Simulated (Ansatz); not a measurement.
Program: Ansatz. Geometries: PBE0-D4/def2-TZVP. ΔE: electronic, gas phase. CCSD(T)/CBS is the MP2 limit (def2-TZVPP, def2-QZVPP) plus CCSD(T) − MP2 in def2-TZVPP, frozen cores. For Ge outer-core shells are correlated without core-valence functions, which leaves a few kJ/mol of doubt a bond. Scalar relativity is left out up to krypton. Each species was taken in one conformer, which may not be the lowest.

Consider the formal exchange of groups at the Si–O bond: `O[SiH](Cl)O[Si](O)(F)F` + GeH₄ → `O[SiH](Cl)[GeH3]` + `O[Si](O)(F)F`.

`O[SiH](Cl)O[Si](O)(F)F`:

```xyz
11

O     0.287    2.070   -0.474
Si   -1.059    1.173   -0.580
Cl   -1.370    0.522   -2.493
O    -0.949   -0.159    0.367
Si    0.167   -1.229    0.783
O     1.595   -0.679    0.246
F     0.176   -1.416    2.346
F    -0.149   -2.649    0.181
H     1.130    1.612   -0.537
H    -2.199    1.988   -0.151
H     2.373   -1.233    0.313
```

GeH₄:

Cartesian coordinates in Å:
```
Ge 0.000 0.000 0.000
H 1.086 1.075 -0.136
H 0.137 -1.012 -1.145
H -1.383 0.660 -0.064
H 0.160 -0.723 1.344
```

`O[SiH](Cl)[GeH3]`:

```xyz
9

O     1.093    0.372    1.733
Si    0.192    0.888    0.466
Cl    1.350    1.976   -0.853
Ge   -0.762   -0.903   -0.779
H     1.824   -0.224    1.558
H    -0.804    1.812    1.050
H    -1.730   -1.720    0.092
H     0.359   -1.837   -1.268
H    -1.522   -0.364   -2.000
```

`O[Si](O)(F)F`:

Cartesian coordinates in Å:
```
O 0.217 -0.718 1.315
Si -0.058 -0.084 -0.139
O 0.308 1.481 -0.056
F 0.799 -0.785 -1.270
F -1.564 -0.325 -0.562
H -0.256 -1.511 1.571
H 0.553 1.942 -0.858
```

| species | HF/def2-TZVPP energy (Eh) |
| --- | --- |
| `O[SiH](Cl)O[Si](O)(F)F` | -1463.26020 |
| GeH₄ | -2077.67888 |
| `O[SiH](Cl)[GeH3]` | -2901.73597 |
| `O[Si](O)(F)F` | -639.14570 |

(1) Work out ΔE.

Largest T1 diagnostic among the species: 0.012.

Results:

(1) ΔE = (-2901.73597) + (-639.14570) − (-1463.26020) − (-2077.67888) = 0.05741 Eh = +150.7 kJ/mol. CCSD(T)/CBS gives +127.8 kJ/mol.

From PBE to PBE0 (25 % exact exchange), in def2-TZVPP and without D4, ΔE moves by +9.8 kJ/mol. In def2-TZVPP, CCSD(T) changes the Hartree–Fock value by −19.4 kJ/mol (the triples alone add −2.2 kJ/mol) and MP2 by −17.8 kJ/mol.
